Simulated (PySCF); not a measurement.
Job for PySCF: U-B3LYP/6-31G* on BeH4OSi (SMILES [BeH][O][SiH3]), a point of a bond scan (R = 3.407 Å).

```python
from pyscf import gto, scf, dft, mp
from pyscf.data.elements import chemcore

mol = gto.M(
    atom='''
    Be   -1.57329209   -0.93057217    1.03196074
    H    -2.56627019   -1.51789972    1.68327935
    O    -0.52197513   -0.30873830    0.34237625
    Si    0.70038793    0.41426606   -0.45940157
    H     0.90698216   -0.83726820   -3.62129490
    H     1.97927429    0.16602969    0.24550305
    H     0.46032280    1.87421957   -0.52987566
    ''',
    basis='6-31g*',
    cart=True,
    charge=0, spin=0, verbose=3, max_memory=1800)
mf = dft.UKS(mol, xc='b3lyp')
mf.conv_tol = 1e-8
mf.max_cycle = 100
mf.init_guess_breaksym = True
mf.kernel()
if not mf.converged:
    mf = mf.newton().run(mf.mo_coeff, mf.mo_occ)
for _ in range(4):
    mo, _, stable, _ = mf.stability(return_status=True)
    if stable:
        break
    mf.kernel(mf.make_rdm1(mo, mf.mo_occ))
```

### Question
What total energy does the run end on?

### Answer
-381.8193 hartree. Its determinant has ⟨S²⟩ = 0.84, a mixture of spin states.
